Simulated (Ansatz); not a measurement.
Reaction (redistribution): `[SiH3]C#C[SiH2]Cl` + `OC[SiH2]O` → `OC[SiH2]Cl` + `O[SiH2]C#C[SiH3]`

Program: Ansatz. Geometries: PBE0-D4/def2-TZVP. ΔE: electronic, gas phase. CBS: MP2 limit from def2 TZ/QZ plus the TZ coupled-cluster correction, frozen cores. This one scheme is used for every species. Functionals use def2-TZVPP. B3LYP here is the variant with VWN-RPA as its local correlation; programs differ in this. Each species was taken in one conformer, which may not be the lowest.

```tsv
level	ΔE (kJ/mol)	difference from CCSD(T)/CBS
LDA (SPW92)	-10.0	-0.8
revPBE-D4	-9.6	-0.4
BLYP-D4	-9.2	0.0
PBE0-D4	-10.1	-0.9
B3LYP-D4	-9.5	-0.3
r2SCANh-D4	-10.0	-0.8
revPBE	-9.2	0.0
BLYP	-8.8	0.4
r2SCAN	-9.9	-0.7
BHLYP	-9.8	-0.6
LC-ωPBE	-9.1	0.1
HF/def2-SVP	-11.6	-2.4
MP2/def2-SVP	-10.1	-0.9
SCS-MP2/def2-TZVPP	-8.7	0.5
HF/CBS(def2)	-10.8	-1.6
CCSD/CBS(def2)	-9.3	-0.1
CCSD(T)/CBS	-9.2	0
```

Largest T1 diagnostic among the species: 0.012.

Leaving LDA and LC-ωPBE aside and taking each functional with its dispersion term where it has one, the values, not all of them listed here, spread over 1.2 kJ/mol, from r2SCAN0-D4 to B2PLYP.
